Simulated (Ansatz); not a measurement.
A search over several starts for the lowest SCF solution of SnF₃ at the given spin, in a small basis.

```yaml
crystal:
  periodic: [false, false, false]
  atoms:
    - {symbol: Sn, position_ang: [0.555734, 0.550393, 0.035467]}
    - {symbol: F, position_ang: [-0.598138, 0.126055, 1.656536]}
    - {symbol: F, position_ang: [-0.982258, 0.703574, -1.287731]}
    - {symbol: F, position_ang: [1.024663, -1.380031, -0.404272]}
basis:
  gaussian: {orbitals: def2-SVP}
magnetization: {spin_polarized: true, initial_magnetization: 1}
hamiltonian: {xc: pbe0, dispersion: d4}
output: {orbitals: {seedname: orbitals}}
```

```sh
$ ansatz run in.yaml --threads 4 --pin off --events-out ev --progress --plain --max-ram 3916MiB
```

Shortened log:

```
Functional definition: PBE0
720 factors; integrals over basis functions are off by at most 1.8e-4 eV
mean field evaluation 1: about -13961.5055 eV, gradient 4.2e1 eV
mean field evaluation 2: about -13931.8424 eV, gradient 1.0e2 eV
mean field evaluation 4: about -13968.4629 eV, gradient 1.4e0 eV
mean field evaluation 8: about -13968.5367 eV, gradient 1.9e-1 eV
mean field evaluation 16: about -13968.5368 eV, gradient 2.2e-4 eV
mean field -13968.53679614 eV, -513.3342590437 hartree, gradient 2.3e-5 eV, S^2 0.757325; 0 other end points of the search recorded, 0 dependent functions left out
reference -13968.53682125 eV, -513.3342599668 hartree; 25, 24 occupied and 43, 44 virtual orbitals, 720 factors
Total energy: -13968.59321245 eV, -513.3363323052 hartree
```

Run time 1.1 s (4 threads of Arm Neoverse V1 on a shared host).

In the def2 sets Sn takes a core potential; there is no spin–orbit coupling. The structure comes from a short search, and lower isomers may exist.
